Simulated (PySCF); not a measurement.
33S chemical shifts

Computed data (PySCF 2.14): GIAO PBE0/pcSseg-1 shieldings, geometry from GFN2-xTB. A single conformation, equivalent nuclei averaged, in vacuum, no relativistic terms.

Shieldings were converted by a linear fit to measured shifts: 33S (scatter 33.3 ppm rms vs sulfate, solution or neat liquid). A few per cent of atoms miss by over 2 rms, more outside the fitted compound classes.

Q: Give the 33S shifts of `CS[SiH2]SCC[SiH3]`, `[SiH3]CS[SiH]1CC=CC1`, `C=C[Si]1(S[SiH2]C)CC1`.

A: 
| compound | environment | δ (ppm) |
| --- | --- | --- |
| [CH3:1][S:2][SiH2:3][S:4][CH2:5][CH2:6][SiH3:7] | S4: sulfur bonded to C, Si | -450 |
| [CH3:1][S:2][SiH2:3][S:4][CH2:5][CH2:6][SiH3:7] | S2: sulfur bonded to C, Si | -511 |
| [SiH3]CS[SiH]1CC=CC1 | sulfur bonded to C, Si | -456 |
| C=C[Si]1(S[SiH2]C)CC1 | sulfur bonded to 2 Si | -607 |

Q: Match the shifts 731, 196, -102, -453, -525, -609 ppm to `FC(F)(F)c1cnns1`, `C/C=C\[C@@H]1[SiH2]S[C@H]1[SiH3]`, `COC1=CC(C)=C(F)[P@@H]1=S`, `C=C[Si]1([SiH2]SC)CC1`, `CC(=S)C1=C[SiH2][C@H]2C[C@@H]1C2`, `F/C=P/c1cccs1`.

A: 731: CC(=S)C1=C[SiH2][C@H]2C[C@@H]1C2 (thione sulfur); 196: FC(F)(F)c1cnns1 (aromatic ring sulfur); -102: F/C=P/c1cccs1 (aromatic ring sulfur); -453: C/C=C\[C@@H]1[SiH2]S[C@H]1[SiH3] (sulfur bonded to C, Si, in a 4-membered ring); -525: C=C[Si]1([SiH2]SC)CC1 (sulfur bonded to C, Si); -609: COC1=CC(C)=C(F)[P@@H]1=S (sulfur bonded to P).
